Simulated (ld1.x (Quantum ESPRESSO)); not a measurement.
# Before and after: RRKJ potential for Cu (Z = 29)

ld1.x (Quantum ESPRESSO) 7.5 input, shortened:

```
&input
   title='Cu', zed=29., rel=2, dft='PBESOL', iswitch=3,
   config='[Ar] 3d10 4s1 4p0', rel_dist='average'
 /
 &inputp
   pseudotype=2, tm=.false., rho0=0.01, lloc=0,
   nlcc=.true.
 /
3
4P  2  1   0.00   0.00  2.95  2.95  0.0
3D  3  2  10.00   0.00  0.95  0.95  0.0
4S  1  0   1.00   0.00  1.75  1.75  0.0
 &test
   configts(1)='3d10 4s1 4p0'
 /
```

Open shells are filled in proportion to 2j + 1 (rel_dist='average').

All-electron outer shells of the reference configuration (PBEsol, scalar-relativistic, ld1.x):

```
shell  level (eV)  outermost node (bohr)  outermost maximum (bohr)
   3s     -114.40                   0.29                      0.61
   3p      -72.00                   0.26                      0.62
   3d       -5.06                      –                      0.60
   4s       -4.61                   0.89                      2.27
   4p       -0.64                   0.98                      3.56
```

Change: all radii but the core radius scaled by about 1.20 (s 2.10, p 3.52, d 1.14 bohr).

Cutoffs: the cutoffs (Ry, on a coarse ladder) from which the occupation-weighted sum of valence levels, in a spherical-Bessel basis at the reference potential, stays within 10 and 1 mRy of its value at 400 Ry; they do not see the model core or the augmentation charge, which bear on the density cutoff. Errors are all-electron minus pseudo energies relative to the spin-unpolarised reference configuration.

Question: Predict the effect on cutoff, ghosts and configuration errors.

Answer: The potential gets softer (200 Ry and 260 Ry → 140 Ry and 200 Ry); the errors of the 7 common tests hardly move; neither file shows a bound ghost. A larger radius leaves more room for a smooth pseudo-wave, so fewer plane waves are needed.

| quantity | base | changed |
| --- | --- | --- |
| cutoff, loose | 200 Ry | 140 Ry |
| cutoff, tight | 260 Ry | 200 Ry |
| loose cutoff by channel (10 mRy a level) | d 160 Ry, s 8 Ry | d 120 Ry, s 8 Ry |
| bound ghosts | none | none |
| error for 3d10 4s0 4p0, meV [ΔE 8.10 eV] | -22 | -19 |
| error for 3d9 4s0 4p0, meV [ΔE 29.42 eV] | -207 | -206 |
| error for 3d8 4s0 4p0, meV [ΔE 68.41 eV] | -1425 | -1357 |
| error for 3d9 4s1 4p1, meV [ΔE 6.86 eV] | -271 | -249 |
| error for 3d9 4s2 4p0, meV [ΔE 1.99 eV] | -281 | -264 |
| error for 3d7 4s0 4p0, meV [ΔE 128.08 eV] | -4272 | -3941 |
| error for 3d9 4s1 4p0, meV [ΔE 11.61 eV] | -223 | -213 |
